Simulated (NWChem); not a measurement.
GeSiH₆O; SMILES [GeH3][O][SiH3]

Results from NWChem. All runs use the structure optimised with PBE-D3(BJ)/def2-SVP. Ions are spin-unrestricted doublets at the neutral geometry. Hybrids' shares of exact exchange are those that their runs print; pure functionals count as 0. The functionals differ in more than this share.

```csv
row,share of exact exchange,ΔSCF ionisation energy minus −ε(HOMO) (eV)
PBE/def2-SVP,0.00,3.13
B3LYP/def2-SVP,0.20,2.29
BHandHLYP/def2-SVP,0.50,0.87
Hartree-Fock/def2-SVP,1.00,withheld
```

### Question
Fit a straight line of the last column on the one before it, predict the withheld value, and compare with the run.

### Answer

1. Means of the 3 shown rows: x = 0.233, y = 2.097. Slope Σ(x − x̄)(y − ȳ)/Σ(x − x̄)² = -0.5747/0.1267 = -4.537; intercept 3.155.
2. The shown rows scatter about the line by 0.030 (root mean square); the largest residual is +0.04, at B3LYP/def2-SVP.
3. At x = 1.00 (Hartree-Fock/def2-SVP; beyond the shown range) the line gives -1.38.
4. The run gives -2.14, -0.76 from the line, 25.4 times the scatter. The line crosses zero at a share of 0.70.
